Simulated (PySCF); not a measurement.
**C₆ coefficients of unlike pairs at TPSSh**

Calculated with PySCF 2.14 from the dipole response of each species, C₆(A,B) = (3/π) ∫ α_A(iu) α_B(iu) du, in atomic units, from isotropic polarisabilities. For ions this is the dispersion term alone; charge-induced terms of lower order in 1/R come first.

| species | configuration | basis | relativity | α (bohr³) | C₆ (like pair) |
| --- | --- | --- | --- | --- | --- |
| P³⁺ | [Ne] 3s2 (1S) | dyall-av3z (19s12p3d2f) | none | 6.993 | 17.95 |
| Fe | [Ar] 3d6 4s2 (5D) | def2-QZVPPD (11s6p5d4f2g) | none | 69.31 | 646.8 |
| Pd⁺ | [Kr] 4d9 (2D) | aug-cc-pVDZ-PP with ECP28MDF (5s5p4d2f) | core potential | 10.73 | 61.90 |

**Question.** Estimate C₆ for Fe with P³⁺.

**Answer.** The integral gives 98.47. The combination rule 2 C_A C_B / (C_A α_B/α_A + C_B α_A/α_B) gives 95.49 and the geometric mean 107.8.

No spin-orbit coupling is included.

The other pairs:

```csv
pair,C₆
"Pd⁺, P³⁺",31.85
"Pd⁺, Fe",164.2
```
